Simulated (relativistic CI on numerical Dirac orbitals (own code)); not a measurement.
Calculated at this level of theory: Dirac-Coulomb-Breit CI, KLI orbitals optimised for each configuration, a model potential for QED, unscaled Slater integrals (own radial code, finite nucleus).

The strongest absorption lines from the ground level of an ion, among the configurations computed and to levels below about 634 eV (vacuum wavelength in Å, gf): 41.433 (4.5), 42.527 (1.2), 45.303 (2.6), 52.623 (1), 53.218 (2.4), 57.269 (0.71), 60.158 (1.4), 61.991 (0.77).

Task: Which ion is it?
A. Os XXXVIII
B. Os XLII
C. Os XL
D. Ta XXXVII

Result: C. Os XL has 37 electrons and the ground level 4s2.4p6.4d 2D_3/2; the strongest line goes to 4s2.4p5.4d2 2D°_3/2. The pattern of lines fixes the number of electrons, and along that sequence the line energies rise steadily with the charge (about as its square where n changes within one kind of shell, about linearly where n is kept but much faster in heavy ions where fine structure, which grows about as Z⁴, sets the gap, and irregularly where shells cross), which fixes Z. Configurations outside the model, such as inner-shell arrays, can give stronger lines. At this charge energies of transitions that change n are usually good to better than 1 %, and those within a shell (Δn = 0) to a few per cent.

LS names give the leading component of a level, which can be under half, so a name can repeat, a term be missing and a line seem to break the LS rules.
